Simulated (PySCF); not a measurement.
# Rh⁺ (rhodium, charge +1) across methods

[Kr] 4d7 5s1, high-spin 5F determinant (an excited configuration). All numbers are calculated (PySCF 2.14, scalar relativity through the core potential, in def2-QZVPPD with the def2 core potential (28 electrons)).

```tsv
method	E (hartree)	mean ε 4d α (eV)	mean ε 4d β (eV)	mean ε 5s α (eV)	Σ⟨r²⟩ (bohr²)	⟨S²⟩
UHF	-109.46581	-24.516	-21.761	-14.999	37.77	6.004
HSE06	-110.1293	-19.094	-16.923	-13.178	37.54	6.001
r2SCAN	-110.1762	-18.083	-15.681	-13.127	37.37	6.002
PBE0	-110.1310	-19.518	-17.329	-13.536	37.52	6.001
LC-wPBE	-110.1541	-22.221	-20.151	-15.735	37.44	6.001
PBE	-110.1440	-17.599	-15.565	-12.860	37.66	6.001
LDA	-109.8938	-17.743	-15.585	-13.159	37.73	6.000
MN15	-109.8904	-20.158	-17.953	-14.278	37.83	6.002
```

(1) Estimate the same row for wB97X.

Energies and moments cover only the electrons outside the core potential.

Results:

(1) E (hartree) = -110.1209; mean ε 4d α (eV) = -21.820; mean ε 4d β (eV) = -19.934; mean ε 5s α (eV) = -15.164; Σ⟨r²⟩ (bohr²) = 37.50; ⟨S²⟩ = 6.002.
